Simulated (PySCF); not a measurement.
Problem. What does the PBE0-D3(BJ)/def2-SVP structure of `FC(F)=C(F)c1[bH-]cccc1` look like in three dimensions? (Charge -1.)

Solution. 
```
atom  x, y, z in Å
F1    -4.1539    0.1511    0.1323
C2    -2.8591    0.4666    0.1361
F3    -2.7085    1.7796    0.2587
C4    -1.8635   -0.4310    0.0232
F5    -2.3221   -1.6999   -0.0446
C6    -0.4226   -0.2574   -0.0079
B7     0.5189   -1.4332    0.2406
C8     1.9992   -1.1097    0.1888
C9     2.4210    0.1876   -0.0765
C10    1.5079    1.2341   -0.3073
C11    0.1339    1.0117   -0.2739
H12    0.1078   -2.5601    0.4759
H13    2.7838   -1.8619    0.3555
H14    3.4942    0.4299   -0.1156
H15    1.8811    2.2412   -0.5237
H16   -0.5207    1.8673   -0.4746
```

Orientation and origin are arbitrary. Atoms count from 1 in this order. The 6-membered ring C6–B7–C8–C9–C10–C11 has internal angles of 115.6° to 122.5° (sum 720°, against 720° for a flat polygon); it is planar, 0.00 Å rms from its mean plane, widest ring torsion 1°. C4 (vinylic C–F carbon) is planar (angles 131.0°, 116.6° and 112.3°, sum 360.0°, 0.01 Å off the plane of its three neighbours). B7 (three-coordinate boron) is planar (angles 122.3°, 122.1° and 115.6°, sum 360.0°, 0.00 Å off the plane of its three neighbours). C11 (aromatic CH carbon) is planar (angles 122.5°, 120.1° and 117.4°, sum 360.0°, 0.00 Å off the plane of its three neighbours).

Bonds between heavy atoms (Å): F1–C2 1.333, C2–F3 1.327, C2=C4 1.345, C4–F5 1.351, C4–C6 1.452, C6–B7 1.527, B7–C8 1.516, C8–C9 1.390, C9–C10 1.408, C10–C11 1.392, C6–C11 1.411.

Method used: PySCF, PBE0-D3(BJ)/def2-SVP geometry optimisation, gas phase.

Point group: C1 (no symmetry element, even within 0.4 Å). Whether it is a minimum is left open (no frequencies). Torsions: C2–C4–C6–B7 163°.

One conformer stands for the species.
